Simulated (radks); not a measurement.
Polarisability of the boron ion B2+, [He] 2s1, at imaginary frequency. Method: non-relativistic Kohn-Sham, PBE, spin-unpolarised, spherical densities, point nucleus; without spin polarisation the odd electron is poorly described; computed with a radial shooting solver on a logarithmic mesh with Libxc functionals. Response by self-consistent Sternheimer equations with the Hartree and adiabatic LDA kernel.

w (hartree)  alpha1(iw) (bohr^3)  alpha2(iw) (bohr^5)
0.00266                    6.146                8.045
0.0143                     6.128                8.043
0.0360                     6.033                8.031
0.0697                     5.742                7.993
0.118                      5.119                7.897
0.186                      4.127                7.688
0.280                      2.959                7.278
0.413                      1.914                6.547
0.605                      1.153                5.406
0.892                     0.6612                3.916
1.35                      0.3588                2.383
2.12                      0.1802                1.179
3.59                     0.08148               0.4592
6.94                     0.03136               0.1307
17.5                    0.007491              0.02157

Static values: alpha1 = 6.147 bohr^3 (0.9108 angstrom^3; uncoupled 8.094), alpha2 = 8.045 bohr^5, alpha3 = 35.69 bohr^7. C6 = 7.831, C8 = 79.79, triple-dipole C9 = 35.12 atomic units. One-pole (London) frequency 4 C6 / (3 alpha1^2) = 0.276 hartree, against 1.156 for minus the highest occupied eigenvalue.
